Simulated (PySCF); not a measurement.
UHF on C⁺ (carbon, charge +1)

Configuration: [He] 2s1 2p1 3s1, high-spin 4P determinant (an excited configuration). Computed with PySCF 2.14 in dyall-av3z (15s9p3d2f, 71 functions), with the non-relativistic Hamiltonian (point nucleus).

```
Total energy                                                  : -36.603965 hartree
One-electron energy                                           : -45.4377 hartree
Hartree (Coulomb) energy                                      : 13.4449 hartree
Exchange energy                                               : -4.6112 hartree
Kinetic energy                                                : 36.60211 hartree
⟨S²⟩                                                          : 3.7500
⟨L²⟩                                                          : 2.024
Sum of ⟨r⟩                                                    : 7.434 bohr
Sum of ⟨r²⟩                                                   : 24.69 bohr²
Traceless quadrupole moment −½Σ⟨3z² − r²⟩ along its main axis : -0.234 e·bohr²
Density at the nucleus (Gaussians lack the cusp)              : 125 bohr⁻³
Spin density at the nucleus                                   : 4.62 bohr⁻³
Langevin diamagnetic susceptibility                           : -19.6 ×10⁻⁶ cm³/mol
```

```
shell  electrons  mean orbital energy (hartree)  rms radius, mean of both spins (bohr)
 1s α          1                      -12.35212                                  0.311
 1s β          1                      -12.23451                                  0.311
 2s α          1                       -1.56370                                   1.46
 2p α          1                       -1.25376                                   1.46
 3s α          1                       -0.36618                                   4.50
```

The outer electron is Rydberg-like, and this basis confines it to a smaller radius and binds it less than a complete one would.

Spin-orbit constants ζ (cm⁻¹) from the X2C one-electron operator on these orbitals (non-relativistic here): bare nucleus, nucleus screened by l(l+1)(2l+1)/3 electrons, and screened by the Breit-Pauli mean field of the electrons.

```
shell   bare  screened nucleus  mean field
   2p  95.18             63.46       52.44
```

To first order the Landé constant is A = 17.48 cm⁻¹, so the lowest level has J = 1/2 and lies 0.00542 eV below the centre of the term. This holds in LS coupling only.
